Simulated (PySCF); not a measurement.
Ge(F)2(Br)(Me) (CH3BrF2Ge), SMILES [Ge]([F])([CH3])([Br])[F].

Geometry optimised at TPSSh-D3(BJ)/def2-SVP.

Computed with PBE/def2-TZVP (PySCF).

Symmetry labels are those of the subgroup Cs that the program uses (full group Cs).

Computed valence orbital energies around the gap with their symmetry:
```json
[
 {"orbital": "HOMO−7", "symmetry": "A'", "energy (eV)": "-10.66"},
 {"orbital": "HOMO−6", "symmetry": "A'", "energy (eV)": "-10.41"},
 {"orbital": "HOMO−5", "symmetry": "A\"", "energy (eV)": "-9.65"},
 {"orbital": "HOMO−4", "symmetry": "A'", "energy (eV)": "-9.55"},
 {"orbital": "HOMO−3", "symmetry": "A\"", "energy (eV)": "-9.43"},
 {"orbital": "HOMO−2", "symmetry": "A'", "energy (eV)": "-8.55"},
 {"orbital": "HOMO−1", "symmetry": "A\"", "energy (eV)": "-7.70"},
 {"orbital": "HOMO", "symmetry": "A'", "energy (eV)": "-7.65"},
 {"orbital": "LUMO", "symmetry": "A'", "energy (eV)": "-1.93"},
 {"orbital": "LUMO+1", "symmetry": "A\"", "energy (eV)": "-0.20"},
 {"orbital": "LUMO+2", "symmetry": "A'", "energy (eV)": "0.08"},
 {"orbital": "LUMO+3", "symmetry": "A'", "energy (eV)": "0.33"}
]
```
